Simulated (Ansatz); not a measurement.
A run for Ansatz (a first-principles code): R-PBE/def2-TZVPP on CH5Ga (SMILES [CH3][GaH2]), a point of a torsion scan.

Ansatz 0.2 input:
```yaml
crystal:
  periodic: [false, false, false]
  atoms:
    - {symbol: C, position_ang: [-0.94617337, -0.06602254, 0.00064933]}
    - {symbol: Ga, position_ang: [1.06143573, 0.13059143, -0.07869496]}
    - {symbol: H, position_ang: [-1.42621838, 0.48804247, -0.81236486]}
    - {symbol: H, position_ang: [-1.24170024, -1.11700630, -0.07748798]}
    - {symbol: H, position_ang: [-1.34541037, 0.31630205, 0.94484030]}
    - {symbol: H, position_ang: [1.80636368, 1.29187767, -0.84854137]}
    - {symbol: H, position_ang: [2.07141161, -0.85607461, 0.63107002]}
basis:
  gaussian:
    orbitals: def2-TZVPP
hamiltonian:
  xc: {name: PBE}
scf: {lower_state_search: off}
```

Predict the final total energy.

-1965.6005 hartree.
